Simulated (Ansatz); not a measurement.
Molecule: sum formula H$_{6}$SiN$_{3}$O (charge 0, doublet). It need not be the lowest isomer of its formula. 
Geometry from a B3LYP-D3(BJ)/def2-TZVP (Ansatz, an electronic-structure program) optimisation:
```xyz
11

Si    -0.0216     0.0059     0.0152
O     -0.5832    -1.4578     0.5331
N     -1.2215     1.2672    -0.0588
N      1.1579     0.6708     1.0451
N      0.5746    -0.3628    -1.5455
H     -0.8424    -1.5149     1.4557
H     -2.1235     0.9543    -0.4223
H      2.0252     0.2214     1.2830
H      1.1122     1.6346     1.3281
H      1.0808     0.3206    -2.0838
H      0.1388    -1.0628    -2.1243
```
Charge 0, spin multiplicity 2.

Total electronic energies in hartree. Valence correlation only, unless marked. UHF or UKS for open shells. Spin-orbit coupling is left out. Non-relativistic. Basis-set limits of correlation are two-point, X^-3; Hartree-Fock from the larger set. [CCSD(T)-MP2]/basis is that difference in the basis named.

| level | program | energy (Eh) |
|---|---|---|
| PBE-D3(BJ)/def2-TZVPD | Ansatz + dftd3 | ? |
| BLYP-D3(BJ)/def2-TZVPD | Ansatz + dftd3 | ? |
| revPBE-D3(BJ)/def2-TZVPD | Ansatz + dftd3 | ? |
| B2GP-PLYP-D4/def2-TZVPD | Ansatz + dftd4 | -532.40830 |
| B2GP-PLYP/def2-TZVPD | Ansatz | -532.40466 |
| MP2/6-31G* | Ansatz | -531.41921 |
| MP2/cc-pV(D+d)Z | Ansatz | -531.50824 |
| CCSD/6-31G* | Ansatz | -531.46334 |
| RI-MP2/CBS(cc-pV(T+d)Z,cc-pV(Q+d)Z)+[CCSD(T)-MP2]/cc-pV(T+d)Z | Ansatz | -532.0478 |

Question: Some entries are withheld; supply them.

Answer: 
- PBE-D3(BJ)/def2-TZVPD, energy (Eh): -532.36559
- BLYP-D3(BJ)/def2-TZVPD, energy (Eh): -532.73863
- revPBE-D3(BJ)/def2-TZVPD, energy (Eh): -532.66485
